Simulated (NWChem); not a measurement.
Molecule: CuHSCl, doublet; SMILES [SH][Cu][Cl]

```xyz
4

Cu     0.0215    -0.0116     0.0000
Cl    -0.0005    -2.1028     0.0000
S      0.0430     2.1138     0.0000
H     -1.3044     2.2629     0.0000
```
Atoms are numbered in this order, from 1.

Computed with NWChem. Pople sets run with spherical d functions. Spin-unrestricted. Spin-contaminated determinants: TPSS/STO-3G (<S²> = 1.67). In the optimisation the excess spin sits in a" (Cs, its own frame). Structure relaxed at the PBE0/def2-SVP, spin-unrestricted level. This spin state was assumed; another may lie lower. No stability test was run on the SCF state.

For level TPSS/STO-3G:

```
Property                                                     Value
-----------------------------------------------------------  -----
highest occupied level (eV)                                  -2.03
lowest empty minus highest occupied level, either spin (eV)   0.39
dipole (D)                                                    2.86
<S²>                                                          1.67
```

Task: What are these values for level TPSS/6-31G*?

Result: The highest occupied level (eV) is -6.44, the lowest empty minus highest occupied level, either spin (eV) is 0.71 and the dipole (D) comes out as 2.12. The <S²> is 0.751.
